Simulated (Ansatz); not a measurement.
This geometry of F$_{2}$H$_{5}$NOSZr (11 atoms, charge 0, multiplicity 1) is a first-order saddle point.

Computed with RKS PBE0/def2-SVP in Ansatz.

```xyz
11
Properties=species:S:1:pos:R:3
Zr -0.250 -0.056 0.135
N -0.212 0.023 2.277
H -0.042 -0.813 2.837
H 0.224 0.807 2.765
F 1.632 -0.163 -0.182
F -0.552 1.594 -0.778
O -0.846 -1.760 -0.496
H -1.132 -2.444 -1.102
S -2.932 0.397 1.204
H -3.221 -0.919 1.298
H -1.711 0.256 2.086
```

(1) Which two structures does it join? (They come from a converged band through this point; their orientation in space is the band's.)

(2) How far does it lie above each of them?

Answers

(1) Bonds broken: S9–H11. Bonds formed: N2–H11.

Initial state:

```xyz
11
Properties=species:S:1:pos:R:3
Zr -0.095 -0.118 0.280
N 0.198 -0.208 2.289
H 0.223 -1.051 2.859
H 0.528 0.570 2.858
F 1.663 -0.098 -0.493
F -0.612 1.658 -0.289
O -0.752 -1.825 -0.357
H -0.802 -2.513 -1.020
S -3.057 0.124 0.695
H -3.249 -0.785 1.673
H -3.088 1.167 1.551
```

Final state:

```xyz
11
Properties=species:S:1:pos:R:3
Zr -0.728 -0.008 0.061
N -0.264 -0.326 2.439
H -0.040 -1.301 2.639
H 0.556 0.232 2.681
F 0.818 1.115 0.310
F -1.303 0.526 -1.686
O -0.294 -1.869 -0.133
H -0.289 -2.750 -0.506
S -2.916 0.521 1.156
H -3.566 0.834 0.014
H -1.017 -0.052 3.071
```

(2) 0.181 eV above the first and 1.325 eV above the second. This is the barrier of this one path; another mechanism may lie lower. The orbitals stay closed-shell, which can raise the energy where a bond breaks towards radicals; this wasn't checked here.

Run time: 13 min on 4 threads of Intel(R) Xeon(R) Platinum 8259CL CPU @ 2.50GHz (Skylake/Cascade Lake), on a shared host, peak memory 0.41 GiB.
